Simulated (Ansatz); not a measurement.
Cs3I4. The state is a doublet with charge 0. Geometry PBE0-D4/def2-SVP; atoms count from 1.

```csv
atom,x (Å),y (Å),z (Å)
Cs1,3.421,1.457,2.270
Cs2,-1.740,0.247,1.394
Cs3,0.869,-0.599,-1.975
I4,1.611,-1.576,1.655
I5,-2.255,-2.594,-1.101
I6,0.898,2.660,0.019
I7,-2.803,0.405,-2.262
```

In the def2 sets Cs, I take a core potential; there is no spin–orbit coupling. In the doublet, I5 and I7 lie 3.26 Å apart (atoms count from 1), so these atoms are partly bonded to each other. The structure comes from a short search, and lower isomers may exist.

Q: Estimate the Mulliken populations from the PBE0/def2-TZVP orbitals of Ansatz.

A: 
```csv
atom,charge (e),spin (α − β)
Cs1,0.78,0.00
Cs2,0.76,0.00
Cs3,0.76,0.00
I4,-0.76,0.00
I5,-0.39,0.50
I6,-0.77,0.00
I7,-0.39,0.50
```
Mulliken values depend strongly on the basis.

Q: Where does the spin sit?

A: Summed by element: Cs -0.01, I 1.01, of 1 unpaired in all. Largest on single atoms: I5 0.50, I7 0.50, Cs3 0.00.

Q: And the Mayer bond orders between heavy atoms (over 0.3)?

A: I5–I7 0.52 (3.26 Å).
